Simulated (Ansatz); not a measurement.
Basis sets compared for the cluster SiTe2⁻ (the lowest doublet isomer of a short search). Total charge -1; doublet. Geometry r2SCAN-D4/def2-TZVPD. Ansatz on 4 threads of Arm Neoverse V2 on a shared host; times are rough, and most runs start from earlier orbitals.

```xyz
3

Si   -0.436   -0.295   -0.355
Te    0.337    1.751   -1.297
Te    0.099   -1.456    1.653
```

In the def2 sets Te takes a core potential; there is no spin–orbit coupling. The structure comes from a short search, and lower isomers may exist.

```json
{"level": "PBE-D4/def2-SVPD", "functions": "94", "energy (Eh)": "-825.4108", "HOMO (eV)": "-0.28", "LUMO (eV)": "0.43", "wall time": "1.4 s"}
{"level": "PBE0-D4/def2-SVPD", "functions": "94", "energy (Eh)": "-825.4673", "HOMO (eV)": "-1.21", "LUMO (eV)": "1.08", "wall time": "2.2 s"}
```

(1) Estimate the rows for PBE-D4/def2-TZVPD, PBE0-D4/def2-TZVPD.

Results:

(1) 
```tsv
level	functions	energy (Eh)	HOMO (eV)	LUMO (eV)	wall time
PBE-D4/def2-TZVPD	161	-825.5275	-0.27	0.46	2.6 s
PBE0-D4/def2-TZVPD	161	-825.5825	-1.19	1.12	4 s
```
